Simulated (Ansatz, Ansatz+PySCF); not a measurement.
```yaml
atoms:
  - { symbol: H, position_ang: [0.0060, 0.1971, -1.1966] }
  - { symbol: S, position_ang: [-0.0132, -0.6926, -0.2047] }
  - { symbol: S, position_ang: [-0.0230, 0.5787, 1.3452] }
```

Basis set: def2-SVP (spherical functions). Frozen core: 10 orbitals. Correlation on ROHF uses semicanonical orbitals with singles. Charge 0, multiplicity 2.

Computed with Ansatz (development build ahead of 0.2.0); each method stands on the lowest determinant of its kind that the runs found.

The atomization energy at this shape (free ground-state atoms in the same class of orbitals less the molecule, no zero-point energy) of doublet HS2:

```
      method  atomization energy
ROHF-CCSD(T)        575.9 kJ/mol
    ROHF-MP2        568.6 kJ/mol
        ROHF        382.1 kJ/mol
```

Question: What does UHF give?

Answer: 373.8 kJ/mol.
